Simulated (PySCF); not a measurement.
# Two-component Hartree-Fock for S+ (sulfur, charge +1)

Start: [Ne] 3s1 3p4; 3s1/2 filled at m_j = +1/2; 3p1/2 filled at m_j = +1/2; 3p3/2 filled at m_j = -1/2, +1/2, +3/2. Calculated with PySCF 2.14 in x2c-TZVPall-2c with one added diffuse shell each of s, p type (6s7p2d1f, 44 functions): generalised Hartree-Fock with the X2C-1e Hamiltonian and a Gaussian nucleus; one run each with spin-orbit coupling (SO) switched off, then screened by Boettger's factors. This is a chosen level, not necessarily the ground level.

```json
{"spinor shell": "1s1/2", "electrons": "2", "ε, spin-free (eV)": "-2524.5", "ε, screened SO (eV)": "-2524.5", "weight of nominal j (screened SO)": "1.000", "rms radius, screened SO (bohr)": "0.112"}
{"spinor shell": "2s1/2", "electrons": "2", "ε, spin-free (eV)": "-259.12", "ε, screened SO (eV)": "-259.10", "weight of nominal j (screened SO)": "1.000", "rms radius, screened SO (bohr)": "0.517"}
{"spinor shell": "2p1/2", "electrons": "2", "ε, spin-free (eV)": "-194.91", "ε, screened SO (eV)": "-196.26", "weight of nominal j (screened SO)": "0.830", "rms radius, screened SO (bohr)": "0.489"}
{"spinor shell": "2p3/2", "electrons": "4", "ε, spin-free (eV)": "-194.91", "ε, screened SO (eV)": "-194.23", "weight of nominal j (screened SO)": "0.915", "rms radius, screened SO (bohr)": "0.491"}
{"spinor shell": "3s1/2", "electrons": "1", "ε, spin-free (eV)": "-39.741", "ε, screened SO (eV)": "-39.731", "weight of nominal j (screened SO)": "1.000", "rms radius, screened SO (bohr)": "1.74"}
{"spinor shell": "3p3/2", "electrons": "3", "ε, spin-free (eV)": "-22.816", "ε, screened SO (eV)": "-24.367", "weight of nominal j (screened SO)": "0.661", "rms radius, screened SO (bohr)": "1.99"}
{"spinor shell": "3p1/2", "electrons": "1", "ε, spin-free (eV)": "-22.816", "ε, screened SO (eV)": "-18.172", "weight of nominal j (screened SO)": "0.660", "rms radius, screened SO (bohr)": "2.21"}
```

| quantity | spin-free | screened SO |
| --- | --- | --- |
| E (hartree) | -397.85669 | -397.85842 |
| M_J | 5/2 | 5/2 |
| ⟨J²⟩ | 8.768 | 8.768 |
| ⟨L²⟩ | 2.004 | 2.004 |
| ⟨S²⟩ | 3.764 | 3.763 |

Each row is a mean over spinors that exchange with the open shell spreads, by up to 1.910 eV (2p3/2).

Rows whose weight is well below 1 are mixtures of j = l ± 1/2: exchange outweighs spin-orbit coupling there, and the label is only the starting occupation.

Without spin-orbit coupling the j labels of p, d and f shells carry no meaning; the spin-free column gives the mean over the occupied spinors of each nl shell.
